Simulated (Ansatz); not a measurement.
Cartesian coordinates in Å:
```
O -0.5093 -1.5907 0.0058
C 0.3607 -0.5305 0.0343
Si -0.2732 1.1626 -0.3543
Se 0.3304 0.6741 1.7284
H -0.1750 -2.2958 0.5695
H 1.4037 -0.7767 -0.1562
H 0.5744 2.0789 -1.1516
H -1.7118 1.2780 -0.6758
```

The species carries charge 0 and has multiplicity 1.

(1) List the PBE/def2-TZVPP orbital energies in eV (Ansatz). (Best estimate.)

Answers

(1) The calculation gave: Occupied: -12301.86, -1780.17, -1561.83, -1402.62, -1402.59, -1402.53, -511.16, -271.21, -204.81, -150.15, -150.06, -149.88, -137.90, -94.67, -94.61, -94.59, -53.25, -53.25, -53.11, -53.04, -53.01, -26.58, -18.61, -15.49, -13.27, -12.86, -10.49, -10.18, -8.88, -8.09, -6.82, -6.36, -5.58. Lowest empty: -1.39, -1.17, -0.26, 0.32, 0.54, 1.10, 1.92, 2.99.
